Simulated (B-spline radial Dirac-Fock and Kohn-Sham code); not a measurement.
**Auger parameter of silver: the M5 level and its strongest M5-NN line**

Level of theory: Dirac-Fock ΔSCF + Breit + QED; a radial atomic solver. The modified Auger parameter α′ is the binding energy plus the kinetic energy of the Auger electron; it does not depend on the energy zero. For free ions it tends to fall with charge, since less charge screens the final holes.

```
           species  configuration  binding 3d5/2 (eV)  Auger line  kinetic (eV)  α′ (eV)
                Ag  [Kr] 4d10 5s1               374.6    N4N5 J=4         338.1    712.7
                Ag  [Kr] 4d10 5p1               376.6    N4N5 J=4         336.6    713.2
               Ag⁺      [Kr] 4d10               383.6    N4N5 J=4         328.0    711.6
Ag⁺ (Watson 2.2 Å)      [Kr] 4d10               377.1    N4N5 J=4         334.6    711.6
```

Values without a named source are computed, but for edge energies of neutral atoms, which are taken from tables.
